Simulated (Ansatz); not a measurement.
Molecule: C2H6F2O2Si (charge 0, singlet). SMILES: CO[Si](F)(F)OC
Coordinates optimised at B3LYP-D3(BJ)/def2-TZVP (Ansatz, an electronic-structure program):
```xyz
13

Si     0.0752    -0.4662     0.0514
F     -0.2053    -1.5777    -1.0400
F      0.6495    -1.1772     1.3436
O      1.1631     0.5299    -0.6025
C      1.7568     1.6485     0.0505
O     -1.2901     0.2576     0.5157
C     -2.1792     0.9710    -0.3391
H      0.9964     2.3024     0.4848
H      2.3211     2.2058    -0.6952
H      2.4356     1.3178     0.8390
H     -2.6942     0.2863    -1.0158
H     -2.9139     1.4703     0.2901
H     -1.6451     1.7208    -0.9281
```
Charge 0, spin multiplicity 1.

Wanted: vertical triplet-singlet gap (E(triplet) - E(singlet); each state is the SCF solution reached for its spin), in kcal/mol. UHF or UKS for open shells. No spin-orbit coupling. No relativistic terms. 

```tsv
level	program	vertical triplet-singlet gap (kcal/mol)
PBE/def2-TZVPD	Ansatz	154.2
r2SCAN/def2-TZVPD	Ansatz	165.6
B3LYP/def2-TZVPD	Ansatz	169.6
PBE0/def2-TZVPD	Ansatz	172.6
wB97M-V/def2-TZVPD	Ansatz	185.9
wB97X-V/def2-TZVPD	Ansatz	189.6
```
